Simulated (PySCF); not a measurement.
Sb(Me)3 (C₃H₉Sb), SMILES [CH3][Sb]([CH3])[CH3]. Geometry optimised at PBE0-D3(BJ)/def2-SVP. The isomer is the one that the SMILES or the coordinates give; other isomers of the formula were not compared. The def2 effective core potentials stand for the cores of Sb; spin–orbit coupling is left out.

Computed equilibrium geometry at PBE0-D3(BJ)/def2-SVP (PySCF confirms it by a frequency run) as Cartesian coordinates in Å, and its point group:
point group C3v.
```xyz
13

Sb     0.0000     0.0000     0.4228
C      1.5916    -0.9189    -0.7336
H      2.5521    -0.4428    -0.4886
H      1.3934    -0.8045    -1.8094
H      1.6595    -1.9888    -0.4886
C      0.0000     1.8379    -0.7336
H      0.8926     2.4316    -0.4886
H     -0.8926     2.4316    -0.4886
H      0.0000     1.6090    -1.8094
C     -1.5916    -0.9189    -0.7336
H     -1.6595    -1.9888    -0.4886
H     -1.3934    -0.8045    -1.8094
H     -2.5521    -0.4428    -0.4886
```
Charge 0, spin multiplicity 1.
